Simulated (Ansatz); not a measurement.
A nudged elastic band was laid between two geometries of BCl3H (5 atoms, charge 0, multiplicity 2).

Method: UKS PBE-D4/def2-SVP (Ansatz).

```yaml
movable_images: 7
climbing_image: yes
spring: 5.0 eV/Å²
optimiser: quadratic models (default)
start_path: through a guess of the saddle point
force_threshold: 0.03 eV/Å
iteration_limit: 60
end_points: relaxed
```

First end point:

```xyz
5
Properties=species:S:1:pos:R:3
B 0.000 -0.081 0.520
H -0.005 1.192 0.798
Cl 1.547 -0.175 -0.417
Cl -1.547 -0.187 -0.414
Cl 0.004 -0.750 2.203
```

Last end point:

```xyz
5
Properties=species:S:1:pos:R:3
B -0.001 0.029 -0.007
H 0.001 -0.041 1.321
Cl 1.537 0.076 -0.793
Cl -1.540 0.064 -0.791
Cl 0.003 -0.128 2.960
```

(1) What changes between the two ends?

(2) What energy profile does the band end with?

Answers

(1) Bonds broken: B1–Cl5.

(2) The forces met the threshold. The highest image is number 8 of 0 to 8, 19.5 kcal/mol above the first end and 0.0 kcal/mol above the last; the last end lies 19.5 kcal/mol above the first. The highest image is an end point: on this band no image between the ends rises above it. A vibrational analysis next to that end finds imaginary modes (179i cm⁻¹), so it isn't a minimum.

```json
{"image": "0", "path coordinate (Å)": "0.00", "energy (kcal/mol)": "0.0", "B1–Cl5 (Å)": "1.81"}
{"image": "1", "path coordinate (Å)": "0.29", "energy (kcal/mol)": "1.7", "B1–Cl5 (Å)": "1.87"}
{"image": "2", "path coordinate (Å)": "0.58", "energy (kcal/mol)": "8.1", "B1–Cl5 (Å)": "2.07"}
{"image": "3", "path coordinate (Å)": "0.87", "energy (kcal/mol)": "14.8", "B1–Cl5 (Å)": "2.36"}
{"image": "4", "path coordinate (Å)": "1.16", "energy (kcal/mol)": "17.6", "B1–Cl5 (Å)": "2.61"}
{"image": "5", "path coordinate (Å)": "1.45", "energy (kcal/mol)": "18.6", "B1–Cl5 (Å)": "2.80"}
{"image": "6", "path coordinate (Å)": "1.74", "energy (kcal/mol)": "19.1", "B1–Cl5 (Å)": "2.92"}
{"image": "7", "path coordinate (Å)": "2.03", "energy (kcal/mol)": "19.5", "B1–Cl5 (Å)": "2.97"}
{"image": "8", "path coordinate (Å)": "2.08", "energy (kcal/mol)": "19.5", "B1–Cl5 (Å)": "2.97"}
```

Run time: 3.2 min on 2 threads of Arm Neoverse V2, on a shared host, peak memory 0.15 GiB.
